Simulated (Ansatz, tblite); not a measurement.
Spin states of the cluster As₅⁺, each relaxed with PBE-D4/def2-SVP in Ansatz. Electronic energies in the gas phase.

The xTB rows come from tblite. The structure comes from a short search, and lower isomers may exist.

Singlet geometry (C4v within 0.1 Å):

```xyz
5

As    1.265    1.213   -0.291
As   -0.445    0.175   -1.712
As   -1.086    0.818    0.710
As   -0.721   -1.622   -0.065
As    0.988   -0.584    1.358
```

Triplet geometry (D3h within 0.1 Å):

Cartesian coordinates in Å:
```
As 0.309 -0.647 1.322
As 1.220 -1.362 -0.952
As 0.860 1.125 -0.506
As -1.170 -0.478 -0.816
As -1.220 1.361 0.952
```

Quintet geometry (D3h within 0.1 Å):

Cartesian coordinates in Å:
```
As 1.2274 0.5265 -0.4512
As -0.9273 1.7900 -0.4331
As 0.8199 -0.3117 1.8663
As -1.2273 -0.5265 0.4515
As 0.1073 -1.4783 -1.4335
```

⟨S²⟩: triplet 2.04 at PBE0-D4/def2-TZVP (pure 2.00), quintet 6.04 at PBE0-D4/def2-TZVP (pure 6.00).

Run but left out: HF/STO-3G, MP2/def2-TZVP (triplet: ⟨S²⟩ 2.27 to 2.30, where a pure state has 2.00); MP2/def2-TZVP (quintet: ⟨S²⟩ 6.20, where a pure state has 6.00).

Only these spin states were relaxed. The triplet has other bonds than the singlet, so the gap mixes isomer and spin. The quintet has other bonds than the singlet, so the gap mixes isomer and spin.

```csv
level,triplet − singlet (kcal/mol),quintet − singlet (kcal/mol),lowest of these,remarks
GFN1-xTB,30.9,71.9,singlet,–
GFN2-xTB,39.2,70.8,singlet,–
HF/def2-TZVP,33.6,17.6,singlet,"spin-contaminated (⟨S²⟩ 2.27) (triplet), spin-contaminated (⟨S²⟩ 6.20) (quintet)"
r2SCAN-D4/def2-TZVP,29.8,51.8,singlet,–
```

Problem. Estimate the rows for LDA (SPW92)/def2-TZVP, PBE-D4/def2-TZVP, BLYP-D4/def2-TZVP, PBE0-D4/def2-TZVP.

Solution. 
| level | triplet − singlet (kcal/mol) | quintet − singlet (kcal/mol) | lowest of these |
| --- | --- | --- | --- |
| LDA (SPW92)/def2-TZVP | 32.6 | 67.1 | singlet |
| PBE-D4/def2-TZVP | 30.2 | 57.0 | singlet |
| BLYP-D4/def2-TZVP | 32.6 | 54.3 | singlet |
| PBE0-D4/def2-TZVP | 32.4 | 53.4 | singlet |

The xTB methods have no spin-polarisation term.
